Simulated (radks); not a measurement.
The numbers below are computed, except where a source is named.
Effect of the nuclear size on neutral neodymium, [Xe] 4f4 6s2. Code: a radial shooting solver on a logarithmic mesh with Libxc functionals. Model: Dirac Kohn-Sham, relativistic LDA (MacDonald-Vosko exchange, VWN5 correlation), spin-unpolarised, spherical densities, finite nucleus; open shells are shared between the two j in proportion to 2j + 1; Fermi nuclear charge, rms radius 4.9123 fm. The rms radius is varied about that value; shifts are against it.

[
 {"rms radius (fm)": "4.033", "total energy shift (eV)": "-4.21", "density at nucleus (e/bohr^3)": "4.68e+05", "1s1/2 shift (meV)": "-1730", "2s1/2 shift (meV)": "-216", "5s1/2 shift (meV)": "-1.57", "5p1/2 shift (meV)": "0.234", "6s1/2 shift (meV)": "-0.077", "4f7/2 shift (meV)": "0.353", "6p1/2 (empty) shift (meV)": "0.070"},
 {"rms radius (fm)": "4.6814", "total energy shift (eV)": "-1.17", "density at nucleus (e/bohr^3)": "4.527e+05", "1s1/2 shift (meV)": "-481", "2s1/2 shift (meV)": "-59.9", "5s1/2 shift (meV)": "-0.435", "5p1/2 shift (meV)": "0.065", "6s1/2 shift (meV)": "-0.021", "4f7/2 shift (meV)": "0.098", "6p1/2 (empty) shift (meV)": "0.019"},
 {"rms radius (fm)": "4.9123", "total energy shift (eV)": "0", "density at nucleus (e/bohr^3)": "4.479e+05", "1s1/2 shift (meV)": "0.000", "2s1/2 shift (meV)": "0.000", "5s1/2 shift (meV)": "0.000", "5p1/2 shift (meV)": "0.000", "6s1/2 shift (meV)": "0.000", "4f7/2 shift (meV)": "0.000", "6p1/2 (empty) shift (meV)": "0.000"},
 {"rms radius (fm)": "5.153", "total energy shift (eV)": "1.26", "density at nucleus (e/bohr^3)": "4.432e+05", "1s1/2 shift (meV)": "521", "2s1/2 shift (meV)": "64.8", "5s1/2 shift (meV)": "0.471", "5p1/2 shift (meV)": "-0.070", "6s1/2 shift (meV)": "0.023", "4f7/2 shift (meV)": "-0.106", "6p1/2 (empty) shift (meV)": "-0.021"},
 {"rms radius (fm)": "5.6786", "total energy shift (eV)": "4.18", "density at nucleus (e/bohr^3)": "4.337e+05", "1s1/2 shift (meV)": "1720", "2s1/2 shift (meV)": "215", "5s1/2 shift (meV)": "1.56", "5p1/2 shift (meV)": "-0.233", "6s1/2 shift (meV)": "0.076", "4f7/2 shift (meV)": "-0.351", "6p1/2 (empty) shift (meV)": "-0.070"}
]

Slopes of the eigenvalues against <r^2> in GHz/fm^2, as finite differences over the two radii next to the reference (eigenvalue slopes, not the field-shift constants of lines): 1s1/2 52200, 2s1/2 6500, 5s1/2 47.2, 5p1/2 -7.05, 6s1/2 2.31, 4f7/2 -10.6, 6p1/2 (empty) -2.11.
